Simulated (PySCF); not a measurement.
Correlation energy of F²⁺ (fluorine, charge +2)

[He] 2s2 2p2 3d1, one real determinant (an excited configuration). Computed with PySCF 2.14 in x2c-QZVPPall with one added diffuse shell each of s, p, d, f type (8s5p4d3f1g, 73 functions), with scalar relativity by spin-free X2C-1e. Frozen: 1s2; 5 electrons correlated.

MP2 pair energies summed by pair of shells (mhartree):

| pair | energy | share (%) |
| --- | --- | --- |
| 2s-2p | -51.37 | 37.4 |
| 2s-3d | -48.91 | 35.6 |
| 2s-2s | -25.13 | 18.3 |
| 2p-2p | -8.26 | 6.0 |
| 2p-3d | -3.82 | 2.8 |

Total MP2 correlation energy: -137.50 mhartree.

Same-spin part -20.53 and opposite-spin part -116.97 mhartree; SCS-MP2 scales them by 1/3 and 6/5 to -147.20 mhartree.

The reference is one real determinant that mixes LS terms of this configuration.
